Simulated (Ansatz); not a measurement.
```yaml
crystal:
  periodic: [false, false, false]
  atoms:
    - {symbol: Cl, position_ang: [-2.039859, -2.335167, 1.272236]}
    - {symbol: Al, position_ang: [-0.784198, -1.080626, 0.144041]}
    - {symbol: C, position_ang: [0.320638, 0.478675, 0.553695]}
    - {symbol: Al, position_ang: [0.348760, 0.407556, -1.405773]}
    - {symbol: H, position_ang: [0.384541, 1.282563, 1.287795]}
    - {symbol: H, position_ang: [1.186793, -0.218599, 0.717455]}
    - {symbol: H, position_ang: [0.644626, 1.397699, -2.615150]}
basis:
  gaussian: {orbitals: "6-31G*"}
magnetization: {spin_polarized: true, initial_magnetization: 1}
hamiltonian: {xc: {name: r2SCAN}}
output: {forces: true}
```

```sh
$ ansatz run in.yaml --threads 2 --pin off --events-out ev --progress --plain --max-ram 4352MiB
```

It prints (some lines left out):

```
Error: a molecule whose nuclei and cores have a total charge of 52 cannot have a net charge of 0 together with 1 unpaired electrons
```

In this input the number of unpaired electrons doesn't fit the electron count. The input was rejected before any iteration.
